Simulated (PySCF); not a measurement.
B(H)(OH)2 (BH₃O₂), SMILES OBO. Atoms are numbered in the order given.

```xyz
6

B     -0.4865     0.0013     0.0000
H     -1.6890     0.0573     0.0000
O      0.1010    -1.2307     0.0000
H      1.0735    -1.1670     0.0000
O      0.3064     1.1254     0.0000
H     -0.2117     1.9451     0.0000
```

Geometry optimised at PBE-D3(BJ)/def2-TZVP. Other conformers were not sampled.

Method: PBE-D3(BJ)/def2-TZVP (PySCF).

No scaling factor is applied to the harmonic values.

| mode | ν (cm⁻¹) | IR (km/mol) | moving atoms (share of kinetic energy) |
|---|---|---|---|
| 1 | 459 | 36.6 | O 52 %, H 28 %, B 20 % |
| 2 | 518 | 171.9 | H 92 % |
| 3 | 625 | 58.3 | H 75 %, O 14 %, B 11 % |
| 4 | 889 | 21.9 | H 65 %, B 32 % |
| 5 | 939 | 66.7 | H 93 % |
| 6 | 975 | 79.8 | H 51 %, O 46 % |
| 7 | 1076 | 23.1 | H 77 %, O 21 % |
| 8 | 1206 | 140.4 | B 42 %, H 31 %, O 26 % |
| 9 | 1413 | 330.0 | B 69 %, O 20 %, H 10 % |
| 10 | 2569 | 121.8 | H 91 %, B 9 % |
| 11 | 3685 | 32.8 | H 94 % |
| 12 | 3753 | 63.2 | H 94 % |
